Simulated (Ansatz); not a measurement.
Geometry optimisation, RKS PBE0-D4/def2-SVP in Ansatz 0.2.0.

Input file:

```yaml
crystal:
  periodic: [false, false, false]
  atoms:
    - { symbol: O, position_ang: [0.3627, 0.9281, -1.2508] }
    - { symbol: Sn, position_ang: [0.156, -0.2743, 0.27] }
    - { symbol: F, position_ang: [1.538, -1.6016, 0.1554] }
    - { symbol: Cl, position_ang: [-1.863, -1.3307, 0.1995] }
    - { symbol: H, position_ang: [-0.4604, 1.5727, -1.1856] }
    - { symbol: H, position_ang: [0.3088, 0.6418, 1.7653] }
basis:
  gaussian: { orbitals: def2-SVP }
hamiltonian:
  xc: pbe0
  dispersion: d4
relax:
  f_tol: 0.015
  max_steps: 40
output:
  orbitals: {}
```

Launched with:

```bash
$ ansatz run input.yaml --threads 1 --pin off --max-ram 2048MiB --backend cpu --events-out ev --progress --plain --runs-dir out
```

Question: Where does it end, and by what steps?

Answer: The run converged. After 15 steps the energy has fallen by 0.339 eV; H5 moved furthest, 0.86 Å.

```
step  energy less start (eV)  largest force component (eV/Å)  accepted
   0                  0.0000                           2.547       yes
   1                 -0.2064                           1.266       yes
   2                 -0.2444                           0.892       yes
   3                 -0.2278                           0.437        no
   4                 -0.2638                           0.387       yes
   5                 -0.2788                           0.188       yes
   6                 -0.3014                           0.280       yes
   7                 -0.3274                           0.163       yes
   8                 -0.3276                           0.436       yes
   9                 -0.2911                           1.655        no
  10                 -0.3375                           0.021       yes
  11                 -0.3378                           0.039       yes
  12                 -0.3380                           0.255       yes
  13                 -0.3390                           0.072       yes
  14                 -0.3391                           0.035       yes
  15                 -0.3391                           0.006       yes
```

```xyz
6
Properties=species:S:1:pos:R:3
O 0.126 1.322 -0.864
Sn 0.094 -0.140 0.438
F 1.408 -1.431 -0.137
Cl -1.935 -1.278 0.282
H -0.109 1.036 -1.756
H 0.458 0.427 1.991
```

The run took 71 s on 1 thread of Intel(R) Xeon(R) Platinum 8488C (Sapphire Rapids), on a shared host, peak memory 0.2 GiB.
